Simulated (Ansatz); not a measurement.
TaOCl3 (TaCl₃O) was relaxed with PBE-D4 (def2-SVP) in Ansatz in these states: charge +1 doublet, neutral singlet. The geometries follow in no particular order.

In the def2 sets Ta takes a core potential; there is no spin–orbit coupling.

A:

Cartesian coordinates in Å:
```
Ta -0.040 -0.019 -0.041
O 1.200 0.538 1.087
Cl -1.704 -0.442 1.489
Cl 0.900 -1.821 -1.078
Cl -0.356 1.744 -1.457
```

B:

```xyz
5

Ta   -0.006    0.037    0.037
O    -0.188    1.252    1.245
Cl   -1.912    0.095   -1.254
Cl    0.229   -1.968    1.145
Cl    1.877    0.584   -1.173
```

Task: Judge from the bond lengths which geometry belongs to which state (an estimate).

Result: A is the charge +1 doublet (Ta1–O2 1.767 Å, Ta1–Cl4 2.282 Å, Ta1–Cl5 2.282 Å); B is the neutral singlet (Ta1–O2 1.723 Å, Ta1–Cl4 2.303 Å, Ta1–Cl5 2.303 Å).

At PBE-D4/def2-SVP the gap within one spin of the relaxed charge 1 doublet nearly closes, so an electron or hole may be smeared out by delocalisation error.
